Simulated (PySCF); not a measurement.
SbCl2, SMILES [Cl][Sb+][Cl] (connectivity only; charge and spin as stated), charge +1, multiplicity 1. Geometry optimised at ωB97X-D3(BJ)/def2-TZVP. The spin state was assumed, not searched. The isomer is the one that the SMILES or the coordinates give; other isomers of the formula were not compared. The def2 effective core potentials stand for the cores of Sb; spin–orbit coupling is left out.

Level of theory: PySCF with ωB97X-D3(BJ)/def2-TZVP.

Harmonic wavenumbers (cm⁻¹): 152, 448, 461. Rotational constants (GHz): 5.384, 2.450, 1.684; symmetry number 2.

Question: Work out the zero-point energy and the ideal-gas rigid-rotor harmonic-oscillator thermochemistry at 298.15 K and 1 atm.

Answer: ZPE = ½ Σ hcν = ½ × 1061 cm⁻¹ = 6.35 kJ/mol. H − E(el) = 19.31 kJ/mol. Entropy in J/(mol K): translation 174.36, rotation 107.51, vibration 17.61, total 299.47. G − E(el) = -69.98 kJ/mol. Cp = 52.51 J/(mol K).
